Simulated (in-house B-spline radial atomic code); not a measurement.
Whole-atom quantities along the 51-electron series, configuration 1s2 2s2 2p6 3s2 3p6 3d10 4s2 4p6 4d10 4f5/2(5). Breit and QED terms are first order and not part of the total energy; the density at the nucleus is averaged over the nuclear charge. Computed with a radial B-spline atomic code at the basis-set limit: Dirac-Hartree-Fock, jj configuration that fills j = l - 1/2 first, finite nuclei.

| ion | Z | E/Z² (Eh) | Σ<r²> (bohr²) | n(0)/Z³ (bohr⁻³) | Lamb diamagnetic shielding (ppm) | repulsion over attraction | Breit energy (eV) | self-energy (eV) | vacuum polarisation (eV) |
| --- | --- | --- | --- | --- | --- | --- | --- | --- | --- |
| Gd13+ | 64 | -2.7403 | 11.27 | 2.2442 | 7521.56 | 0.13479 | 277.65 | 220.78 | -34.511 |
| Tb14+ | 65 | -2.758 | 10.539 | 2.3363 | 7686.24 | 0.13318 | 292.85 | 233.77 | -37.073 |
| Dy15+ | 66 | -2.7755 | 9.887 | 2.4011 | 7852.08 | 0.13157 | 308.64 | 247.36 | -39.778 |
| Ho16+ | 67 | ? | ? | ? | ? | ? | ? | ? | ? |
| Er17+ | 68 | -2.8101 | 8.7725 | 2.5783 | 8188.05 | 0.12839 | 342.05 | 276.44 | -45.737 |
| Tm18+ | 69 | ? | ? | ? | ? | ? | ? | ? | ? |
| Yb19+ | 70 | -2.844 | 7.8521 | 2.7692 | 8529.93 | 0.12526 | 378.01 | 308.23 | -52.466 |
| Lu20+ | 71 | -2.8607 | 7.4492 | 2.8666 | 8703.24 | 0.12372 | 396.97 | 325.22 | -56.144 |
| Hf21+ | 72 | -2.8773 | 7.0785 | 2.9835 | 8878.29 | 0.12219 | 416.63 | 342.96 | -60.066 |
| Ta22+ | 73 | -2.8938 | 6.7362 | 3.1018 | 9055.08 | 0.12067 | 436.98 | 361.51 | -64.229 |
| W23+ | 74 | -2.9102 | 6.4192 | 3.2241 | 9233.68 | 0.11917 | 458.05 | 380.88 | -68.648 |
| Re24+ | 75 | -2.9265 | 6.1249 | 3.3554 | 9414.2 | 0.11769 | 479.86 | 401.12 | -73.345 |
| Os25+ | 76 | ? | ? | ? | ? | ? | ? | ? | ? |
| Ir26+ | 77 | -2.9588 | 5.5957 | 3.6336 | 9781.21 | 0.11478 | 525.75 | 444.33 | -83.627 |

**Question.** Fill in the row of Ho16+.

**Answer.** E/Z² (Eh): -2.7929; Σ<r²> (bohr²): 9.3016; n(0)/Z³ (bohr⁻³): 2.4922; Lamb diamagnetic shielding (ppm): 8019.38; repulsion over attraction: 0.12998; Breit energy (eV): 325.04; self-energy (eV): 261.57; vacuum polarisation (eV): -42.67.

**Question.** Fill in the row of Tm18+.

**Answer.** E/Z² (Eh): -2.8271; Σ<r²> (bohr²): 8.2914; n(0)/Z³ (bohr⁻³): 2.6799; Lamb diamagnetic shielding (ppm): 8358.26; repulsion over attraction: 0.12682; Breit energy (eV): 359.71; self-energy (eV): 291.99; vacuum polarisation (eV): -49.007.

**Question.** Fill in the row of Os25+.

**Answer.** E/Z² (Eh): -2.9427; Σ<r²> (bohr²): 5.8511; n(0)/Z³ (bohr⁻³): 3.4847; Lamb diamagnetic shielding (ppm): 9596.64; repulsion over attraction: 0.11623; Breit energy (eV): 502.41; self-energy (eV): 422.26; vacuum polarisation (eV): -78.323.

**Question.** With what power of Z does the column «vacuum polarisation (eV)» change over this range?

**Answer.** A fit of the logarithm of its size against log Z from Z = 64 to 77 has slope 4.78.
